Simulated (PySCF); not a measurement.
## Computed vibrations of [Gd(H2S)2]3+

[Gd(H2S)2]3+ (singlet in the valence; each metal's 4f electrons, 7 of them, lie in its core potential, out of spins and levels). PySCF 2.14.0, RKS BP86, Gd lcecp-1-SVP with ECP53, S def2-SVP, H def2-SVP; non-relativistic Hamiltonian with scalar-relativistic core potentials where named; density fitting; no spin-orbit coupling. Central differences of gradients.

```xyz
7

Gd    0.0000    0.0000    0.0000
S     0.0000    0.0165    2.8666
H     1.0443    0.7411    3.4136
H    -1.0443    0.7411    3.4136
S     0.0000   -0.0165   -2.8666
H     1.0443   -0.7411   -3.4136
H    -1.0443   -0.7411   -3.4136
```

Run from Python with OMP_NUM_THREADS=2. Where DIIS fails, smearing, a level shift and second-order steps follow.
It took 34 s on 2 threads of Arm Neoverse V2, on a shared host.

Task: What are the harmonic wavenumbers and infrared intensities?

Result: Modes are labelled in C2h; negative numbers are unstable modes, those under 60 cm⁻¹ near the noise; a finer grid moves soft modes by up to 10 cm⁻¹.
```tsv
cm⁻¹	km/mol	symmetry
-164	–	au
-75	–	bu
-34	–	au
171	0.0	ag
180	277.6	bu
256	97.5	bu
325	0.0	ag
420	14.3	au
465	0.0	bg
1076	20.7	bu
1083	0.0	ag
2453	811.1	bu
2461	0.0	ag
2481	423.2	au
2482	0.0	bg
```

Task: Is this a minimum?

Result: No: 3 unstable; the lowest moves the atoms so:
```
Gd  -0.02  0.00  0.00
S    0.04  0.00  0.00
H    0.28 -0.41  0.06
H    0.28  0.41 -0.06
S    0.04  0.00  0.00
H    0.28  0.41 -0.06
H    0.28 -0.41  0.06
```

An lcecp potential fixes the number of 4f electrons, so in runs with it no electron can move into or out of that shell.
